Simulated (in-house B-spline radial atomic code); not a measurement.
Whole-atom quantities along the 51-electron series, configuration 1s2 2s2 2p6 3s2 3p6 3d10 4s2 4p6 4d10 5s2 5p1/2(2) 5p3/2(1). Breit and QED terms are first order and not part of the total energy; the density at the nucleus is averaged over the nuclear charge. Computed with an all-electron radial atomic-structure program (B-spline basis): Dirac-Hartree-Fock, jj configuration that fills j = l - 1/2 first, finite nuclei.

```csv
ion,Z,E/Z² (Eh),Σ<r²> (bohr²),n(0)/Z³ (bohr⁻³),Lamb diamagnetic shielding (ppm),repulsion over attraction,Breit energy (eV),self-energy (eV),vacuum polarisation (eV)
Sb,51,-2.4916,62.315,1.5091,5478.41,0.1538,127.63,97.465,-12.623
Te+,52,-2.5124,49.724,1.551,5628.92,0.15232,136.45,104.43,-13.727
I2+,53,-2.5328,41.977,1.5978,5779.73,0.15072,145.7,111.76,-14.91
Xe3+,54,-2.553,36.483,1.6449,5931.09,0.14905,155.38,119.48,-16.175
Cs4+,55,-2.5729,32.294,1.6953,6083.12,0.14733,165.51,127.59,-17.527
Ba5+,56,-2.5925,28.954,1.747,6235.93,0.14559,176.1,136.11,-18.972
La6+,57,-2.6118,26.21,1.8022,6389.61,0.14384,187.16,145.07,-20.515
Ce7+,58,-2.6308,23.906,1.8595,6544.2,0.14207,198.71,154.47,-22.162
```

(1) With what power of Z does the column «self-energy (eV)» change over this range?

## Answers

(1) A fit of the logarithm of its size against log Z from Z = 51 to 58 has slope 3.58. One-loop self-energy scales as Z⁴F(Zα), with F falling from low Z to about Z = 90.
